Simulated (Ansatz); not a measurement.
Relaxation of PSbSbSb tetrahedron (Sb3P) with RKS r2SCAN-D4/def2-SVP.

```sh
$ ansatz run in.yaml --threads 2 --pin off --events-out ev --progress --plain --max-ram 4352MiB
```

```yaml
crystal:
  periodic: [false, false, false]
  atoms:
    - {symbol: P, position_ang: [-1.249900, 0.342630, -0.546050]}
    - {symbol: Sb, position_ang: [-0.317820, -1.032000, 1.287470]}
    - {symbol: Sb, position_ang: [0.708400, 1.442510, 0.490610]}
    - {symbol: Sb, position_ang: [0.859330, -0.753140, -1.232030]}
basis:
  gaussian: {orbitals: def2-SVP}
hamiltonian: {xc: r2scan, dispersion: d4}
scf: {omitted_lower_state_checks: [starts]}
output: {orbitals: {seedname: orbitals}}
relax: {f_tol: 0.02, max_steps: 100}
```

Hardware: 2 threads of Arm Neoverse V1 on a shared host. Wall time 28 s.

Positions (Å) and forces (eV/Å) at steps 1, 2, 3, 4, 5 of 5:

```xyz
4
step=1 energy=-28908.5215 eV
P    -1.250    0.343   -0.546   -1.929    0.527   -0.843
Sb   -0.318   -1.032    1.287    0.255   -0.660    0.864
Sb    0.708    1.443    0.491    0.798    0.647    0.445
Sb    0.859   -0.753   -1.232    0.876   -0.514   -0.466
4
step=2 energy=-28908.5632 eV
P    -1.336    0.366   -0.584    0.610   -0.167    0.266
Sb   -0.319   -1.077    1.345    0.299    0.684   -0.845
Sb    0.749    1.498    0.516   -0.403   -1.010   -0.301
Sb    0.906   -0.787   -1.277   -0.506    0.494    0.880
4
step=3 energy=-28908.6542 eV
P    -1.315    0.361   -0.575   -0.182    0.050   -0.080
Sb   -0.303   -1.047    1.308    0.048   -0.032    0.045
Sb    0.733    1.452    0.503    0.065    0.010    0.032
Sb    0.886   -0.765   -1.237    0.068   -0.028    0.002
4
step=4 energy=-28908.6556 eV
P    -1.326    0.363   -0.579    0.026   -0.007    0.011
Sb   -0.299   -1.047    1.309   -0.011   -0.001    0.000
Sb    0.736    1.450    0.505   -0.008    0.008   -0.003
Sb    0.889   -0.766   -1.234   -0.007    0.000   -0.009
4
step=5 energy=-28908.6556 eV
P    -1.325    0.363   -0.579   -0.001    0.000    0.000
Sb   -0.300   -1.047    1.309    0.000   -0.001    0.001
Sb    0.736    1.450    0.504    0.000    0.001    0.000
Sb    0.888   -0.766   -1.235    0.001   -0.001   -0.001
```

In the def2 sets Sb takes a core potential; there is no spin–orbit coupling.
